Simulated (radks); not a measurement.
Question: All-electron atom: Ag+ in [Kr] 4d10. All-electron calculation, Dirac Kohn-Sham, BLYP, spin-unpolarised, spherical densities, finite nucleus; Fermi nuclear charge, rms radius 4.5454 fm. Program: a radial shooting solver on a logarithmic mesh with Libxc functionals. Some entries of the table are withheld. Estimate them.

| orbital | occ. | eigenvalue (hartree) | <1/r> (bohr^-1) | r(max) (bohr) |
|---|---|---|---|---|
| 1s1/2 | 2 | -930.7435 | 49.44 | 0.02015 |
| 2s1/2 | 2 | -137.2592 | 11.39 | 0.1141 |
| 2p1/2 | 2 | (1) | 11.37 | 0.08817 |
| 2p3/2 | 4 | (2) | 10.68 | 0.09243 |
| 3s1/2 | 2 | (3) | 3.982 | 0.3328 |
| 3p1/2 | 2 | (4) | 3.888 | 0.3192 |
| 3p3/2 | 4 | (5) | 3.721 | 0.3291 |
| 3d3/2 | 4 | -13.60013 | 3.557 | (6) |
| 3d5/2 | 6 | -13.37105 | 3.514 | (7) |
| 4s1/2 | 2 | -3.79154 | (8) | 0.8225 |
| 4p1/2 | 2 | -2.58161 | 1.398 | (9) |
| 4p3/2 | 4 | -2.39391 | 1.344 | (10) |
| 4d3/2 | 4 | -0.58528 | 0.9884 | 1.029 |
| 4d5/2 | 6 | -0.56444 | 0.9723 | 1.041 |

Answer: 
(1) 2p1/2 eigenvalue (hartree): -127.5918
(2) 2p3/2 eigenvalue (hartree): -121.1451
(3) 3s1/2 eigenvalue (hartree): -25.39920
(4) 3p1/2 eigenvalue (hartree): -21.55272
(5) 3p3/2 eigenvalue (hartree): -20.41533
(6) 3d3/2 r(max) (bohr): 0.2720
(7) 3d5/2 r(max) (bohr): 0.2749
(8) 4s1/2 <1/r> (bohr^-1): 1.522
(9) 4p1/2 r(max) (bohr): 0.8597
(10) 4p3/2 r(max) (bohr): 0.8847
